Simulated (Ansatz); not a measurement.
## Calibrating MP2/def2-TZVPP on S-containing molecules

The vertical ionisation energy (cation less neutral) in eV of 8 S-containing molecules: x at MP2/def2-TZVPP, y at CCSD(T)/def2-TZVPP. Shapes, held fixed at every level: PBE0-D4/def2-TZVP. Flexible molecules stand in one conformer, not always the lowest. Programs: Ansatz 0.2.0.

| molecule | x (eV) | y (eV) |
| --- | --- | --- |
| C4H6S3 (1,3-dithiane-2-thione) | 8.33 | 8.18 |
| C6H12S (cyclopentylmethylsulfide) | 8.43 | 8.33 |
| C3H6S (thietane) | 8.72 | 8.61 |
| C5H8OS (dihydro-2H-thiopyran-3(4H)-one) | 8.90 | 8.70 |
| C5H10S (cyclopentanethiol) | 9.01 | 8.91 |
| C6H14OS (dipropyl sulfoxide) | 9.01 | 8.52 |
| C5H12S (2-methyl-1-butanethiol) | 9.13 | ? |
| C5H12S (3-methyl-1-butanethiol) | 9.14 | 9.06 |

Question: Fit y = c + s·x to the known rows and predict y for C5H12S (2-methyl-1-butanethiol).

Answer: 
1. Means of the 7 rows: x = 8.7914, y = 8.616.
2. Σ(Δx)² = 0.57749, Σ(Δx·Δy) = 0.51214, so the slope is 0.51214/0.57749 = 0.88684.
3. Intercept: 8.616 − (0.88684) × 8.7914 = 0.819. The largest residual of the fit is 0.29.
4. C5H12S (2-methyl-1-butanethiol): 0.819 + 0.88684 × 9.13 = 8.92 eV.

CCSD(T)/def2-TZVPP gives 9.04 eV, so the prediction is off by -0.12 eV, within the largest residual. Uncorrected, MP2/def2-TZVPP misses C5H12S (2-methyl-1-butanethiol) by +0.09 eV, and the other rows by 0.18 on average. The line makes this one worse. Left out in turn, the other rows are missed by 0.13 eV on average. Cations run unrestricted.
